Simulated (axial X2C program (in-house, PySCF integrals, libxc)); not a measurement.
Br or H: which binds elements of chip processing more strongly?

All values come from calculations with an in-house relativistic program for diatomic molecules, spin-free (one-electron X2C) or two-component (2c: spin–orbit coupling with atomic mean-field Coulomb and Gaunt terms, which also bring small scalar terms), in Dyall basis sets with cores contracted in-house; open shells are unrestricted.

Level PBE0, spin-free. Dyall triple-zeta sets: BBr v3z/cv3z; BH v3z/v3z; AlBr v3z/cv3z; AlH v3z/v3z; SiBr v3z/cv3z; SiH v3z/v3z; TiBr cv3z/cv3z; TiH cv3z/v3z; GaBr cv3z/cv3z; GaH cv3z/v3z; GeBr cv3z/cv3z; GeH cv3z/v3z; AsBr cv3z/cv3z; AsH cv3z/v3z; InBr cv3z/cv3z; InH cv3z/v3z; SbBr cv3z/cv3z; SbH cv3z/v3z.

Diatomic bonds are a first guide to the radicals met in plasma etching, cleaning and deposition, though surfaces and higher halides or oxides behave in their own way.

```json
{"element M": "B", "state of MBr": "M_S = 0, Λ = 0", "Re MBr (Å)": "1.889", "D0 MBr (eV)": "4.52", "state of MH": "M_S = 0, Λ = 0", "Re MH (Å)": "1.241", "D0 MH (eV)": "3.35"}
{"element M": "Al", "state of MBr": "M_S = 0, Λ = 0", "Re MBr (Å)": "2.317", "D0 MBr (eV)": "4.53", "state of MH": "M_S = 0, Λ = 0", "Re MH (Å)": "1.668", "D0 MH (eV)": "2.87"}
{"element M": "Si", "state of MBr": "M_S = 1/2, Λ = 1", "Re MBr (Å)": "2.233", "D0 MBr (eV)": "3.80", "state of MH": "M_S = 1/2, Λ = 1", "Re MH (Å)": "1.536", "D0 MH (eV)": "2.88"}
{"element M": "Ti", "state of MBr": "M_S = 3/2, Λ = 3", "Re MBr (Å)": "2.400", "D0 MBr (eV)": "4.07", "state of MH": "M_S = 3/2, Λ = 3", "Re MH (Å)": "1.753", "D0 MH (eV)": "2.44"}
{"element M": "Ga", "state of MBr": "M_S = 0, Λ = 0", "Re MBr (Å)": "2.367", "D0 MBr (eV)": "4.32", "state of MH": "M_S = 0, Λ = 0", "Re MH (Å)": "1.674", "D0 MH (eV)": "2.74"}
{"element M": "Ge", "state of MBr": "M_S = 1/2, Λ = 1", "Re MBr (Å)": "2.321", "D0 MBr (eV)": "3.60", "state of MH": "M_S = 1/2, Λ = 1", "Re MH (Å)": "1.597", "D0 MH (eV)": "2.69"}
{"element M": "As", "state of MBr": "M_S = 1, Λ = 0", "Re MBr (Å)": "2.294", "D0 MBr (eV)": "2.82", "state of MH": "M_S = 1, Λ = 0", "Re MH (Å)": "1.528", "D0 MH (eV)": "2.74"}
{"element M": "In", "state of MBr": "M_S = 0, Λ = 0", "Re MBr (Å)": "2.560", "D0 MBr (eV)": "4.14", "state of MH": "M_S = 0, Λ = 0", "Re MH (Å)": "1.849", "D0 MH (eV)": "2.54"}
{"element M": "Sb", "state of MBr": "M_S = 1, Λ = 0", "Re MBr (Å)": "2.487", "D0 MBr (eV)": "2.81", "state of MH": "M_S = 1, Λ = 0", "Re MH (Å)": "1.716", "D0 MH (eV)": "2.46"}
```

Work out the energy at 0 K of MBr + H → MH + Br for each element.

ΔE = D0(MBr) − D0(MH) at PBE0, spin-free: B 1.17, Al 1.66, Si 0.92, Ti 1.63, Ga 1.58, Ge 0.91, As 0.08, In 1.60, Sb 0.35 eV (negative: the exchange gives off energy).

For which element is the exchange to H most and for which least favourable, and what is the energy of AsBr + AlH → AsH + AlBr?

As most (0.08 eV), Al least (1.66 eV; too close to rank against Ti, Ga, In). The atoms cancel in the double exchange: ΔE = 0.08 − (1.66) = -1.58 eV, a figure less sensitive to errors in the atoms than D0 itself.

Each entry is the lowest single determinant of a limited PBE0 search at one distance. D0 = De minus the zero-point energy; De goes to single-determinant-based atoms at the same level (for ions the charge split of lowest energy) and is withheld (n/a) where an atom does not fit its ground term or J level. Main or longest-lived isotopes. One determinant is a doubtful description, or other states lie close, for TiBr, TiH, AsBr, AsH, SbBr, SbH; these need not be ground states, and all values refer to the states named. The functionals have no current term, which raises determinants with orbital currents. Spin-free values lack the spin–orbit lowering of the atoms, a third of the ²P splitting for halogens (0.036 eV for Cl, 0.152 eV for Br from NIST levels). These D0 were not checked against measured values; triple-zeta sets, frozen cores and single determinants leave errors of some tenths of an eV, more for transition metals.
